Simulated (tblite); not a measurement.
Species: C3H8NSi (doublet state).
Geometry (GFN2-xTB, Å), atoms numbered from 1 in this order:
```
atom  x, y, z in Å
Si1    1.5558   -1.1181    0.4295
C2     0.5763    0.1935   -0.5441
C3    -0.9069    0.0832   -0.2958
C4    -1.5207    0.8418    0.7895
N5    -1.7920    1.2318   -0.5188
H6     1.0846   -2.4523    0.0528
H7     1.3609   -0.9035    1.8627
H8     2.9717   -0.9821    0.0812
H9     0.9143    1.1916   -0.2550
H10    0.7725    0.0883   -1.6146
H11   -1.3452   -0.8555   -0.6345
H12   -2.2727    0.5862    1.5075
H13   -1.4030    2.0956   -0.8781
```

Computed values, GFN2-xTB/tblite, gas phase, harmonic and unscaled. Against measured fundamentals such values can be off by several per cent, at times by over 20. Modes of hydrogen on silicon can be 10 to 20 % off. One conformer, not necessarily the lowest. Open shells enter through the occupations alone, without spin polarisation, and single modes of such species can be off by tens of per cent.

Harmonic wavenumbers (cm⁻¹): 63.0, 109.7, 177.9, 359.3, 379.7, 506.4, 540.1, 722.3, 748.7, 772.8, 786.1, 787.9, 807.7, 812.4, 921.1, 956.6, 1011.2, 1048.4, 1067.8, 1164.3, 1176.1, 1241.6, 1306.3, 1466.5, 1480.4, 2259.3, 2262.1, 2280.4, 2946.3, 2955.2, 2968.7, 3114.8, 3336.8.

A = 12044, B = 1969, C = 1833 MHz; mass 86.043 u (most abundant isotopes); point group C1, symmetry number 1; spin multiplicity 2.

Zero-point energy?

½Σν̃ = 21269 cm⁻¹ = 254.43 kJ/mol.

What is S at 273.15 K and 1 bar for an ideal gas of classical rigid rotors and harmonic oscillators?

Translation 162.59, rotation 109.39, vibration 58.76, spin (R ln 2) 5.76: S = 336.5 J/(mol K).

And Cp and H(273.15 K) − H(0)?

Cp = 104.38 J/(mol K), of which vibrations give 71.12 (their classical limit is 33 R = 274.4); H(273.15 K) − H(0) = 17.91 kJ/mol without the zero-point energy, 8.83 from vibrations.

Blend soft modes into free rotors: weight 1/[1 + (100 cm⁻¹/ν̃)⁴] for the oscillator and the rest for a rotor with moment μB/(μ + B), μ = h/(8π²ν), B = 10⁻⁴⁴ kg m². What vibrational entropy results?

54.59 J/(mol K) in place of 58.76, which changes −T·S at 273.15 K by +1.14 kJ/mol.

What must be added to the electronic energy to get the Gibbs energy at 273.15 K and 1 bar?

ZPE + [H(273.15 K) − H(0)] − T·S = 254.43 + 17.91 − 91.92 = 180.42 kJ/mol.

How do the functions run with temperature in this model?

```json
{"T (K)": "100", "S (J/(mol K))": "262.1", "Cp (J/(mol K))": "55.7", "H − H(0) (kJ/mol)": "4.41", "G − H(0) (kJ/mol)": "-21.81", "ln q(vib)": "0.84"}
{"T (K)": "200", "S (J/(mol K))": "307.9", "Cp (J/(mol K))": "80.9", "H − H(0) (kJ/mol)": "11.15", "G − H(0) (kJ/mol)": "-50.43", "ln q(vib)": "2.17"}
{"T (K)": "300", "S (J/(mol K))": "346.7", "Cp (J/(mol K))": "113.1", "H − H(0) (kJ/mol)": "20.83", "G − H(0) (kJ/mol)": "-83.18", "ln q(vib)": "3.57"}
{"T (K)": "500", "S (J/(mol K))": "418.0", "Cp (J/(mol K))": "167.1", "H − H(0) (kJ/mol)": "49.22", "G − H(0) (kJ/mol)": "-159.79", "ln q(vib)": "6.61"}
{"T (K)": "800", "S (J/(mol K))": "508.2", "Cp (J/(mol K))": "215.7", "H − H(0) (kJ/mol)": "107.35", "G − H(0) (kJ/mol)": "-299.21", "ln q(vib)": "11.28"}
{"T (K)": "1000", "S (J/(mol K))": "558.7", "Cp (J/(mol K))": "236.4", "H − H(0) (kJ/mol)": "152.67", "G − H(0) (kJ/mol)": "-406.01", "ln q(vib)": "14.24"}
```

q(vib) and H(0) count from the zero-point level.

Which modes carry the vibrational entropy at 273.15 K?

63.0 cm⁻¹: 17.52; 109.7 cm⁻¹: 12.99; 177.9 cm⁻¹: 9.15; 359.3 cm⁻¹: 4.15; 379.7 cm⁻¹: 3.81; 506.4 cm⁻¹: 2.25 J/(mol K); the other 27 give 8.88 together.

Hindered rotation and anharmonicity are outside this model. Other conformers, if any are populated, would add a mixing term that is left out. The structure is chiral; the term R ln 2 for an equal mix with its mirror image is left out.
